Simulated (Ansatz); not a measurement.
Cartesian coordinates in Å:
```
N -1.179 0.281 1.146
B -1.182 0.269 -0.256
Cl -2.745 0.554 -1.073
O -0.106 0.061 -1.045
Ge 1.570 -0.367 -0.616
H -0.351 0.170 1.704
H -2.016 0.452 1.674
H 2.442 0.264 -1.703
H 1.670 -1.898 -0.605
H 1.895 0.213 0.774
```

Total charge 0; spin multiplicity 1.

**Question.** List the PBE0/def2-TZVPP orbital energies in eV (Ansatz). (An estimate is asked.)

**Answer.** Ansatz gave: Occupied: -10860.75, -2766.67, -1358.97, -1208.80, -1208.78, -1208.78, -522.78, -391.29, -258.54, -196.82, -196.70, -196.68, -186.08, -171.74, -121.58, -121.51, -121.50, -34.54, -34.38, -34.36, -34.29, -34.28, -27.93, -24.50, -22.50, -16.64, -14.62, -14.60, -13.03, -11.51, -11.48, -10.40, -9.95, -9.26, -8.70, -8.55, -8.01. Lowest empty: -0.04, 0.57, 1.17, 1.45, 1.65, 1.83, 2.62, 2.85.
